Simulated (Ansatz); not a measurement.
A structure relaxed at PBE0-D4/def2-TZVP, charge 0, multiplicity 1:

```
atom   x (Å)   y (Å)   z (Å)
  O1  -2.091  -0.227   0.309
  B2  -0.765  -0.025   0.159
  N3   0.319  -0.572  -0.528
 Si4   0.966   0.780   0.393
  H5  -2.430  -0.969  -0.201
  H6   0.533  -1.319  -1.171
  H7   1.952   0.428   1.451
  H8   1.517   1.905  -0.410
```

Give its formula and SMILES.

BH4NOSi, `OB1N[SiH2]1`.

Point group (tolerance 0.08 Å, 0.16 Å for H)?

Cs.

Summarise the bond lengths by kind.

1 × B–O 1.350 Å; 1 × H–O 0.962 Å; 1 × B–N 1.394 Å; 1 × B–Si 1.923 Å; 1 × N–Si 1.759 Å; 1 × H–N 1.009 Å; 2 × H–Si 1.488 Å.

Results of the Gaussian-basis code of Ansatz.
